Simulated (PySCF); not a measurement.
Computed IR spectrum (relative IR intensity) of a molecule C3H3ClF2. Coordinates come from a PBE0-D3(BJ)/def2-SVP optimisation. Other conformers were not sampled. Calculation: PBE0-D3(BJ)/def2-SVP (PySCF). Frequencies are harmonic and unscaled.

Lines under 2 % of the strongest are left out, and lines within 2 cm⁻¹ are merged.

ν (cm⁻¹): 220 (vw), 543 (w), 696 (m), 816 (w), 883 (w), 974 (m), 1021 (vw), 1087 (m), 1116 (w), 1173 (vs), 1224 (m), 1337 (m), 1379 (w), 1512 (s), 3196 (vw) (against the strongest line: vs over 80 %, s over 45 %, m over 15 %, w over 4 %, vw less)

Question: Identify the compound among the candidates.
A) C/C(F)=C(\F)Cl
B) F[C@@H]1[C@H](F)[C@H]1Cl
C) FC1(F)C[C@H]1Cl
D) F[C@@H]1C[C@@]1(F)Cl

Answer: D, F[C@@H]1C[C@@]1(F)Cl
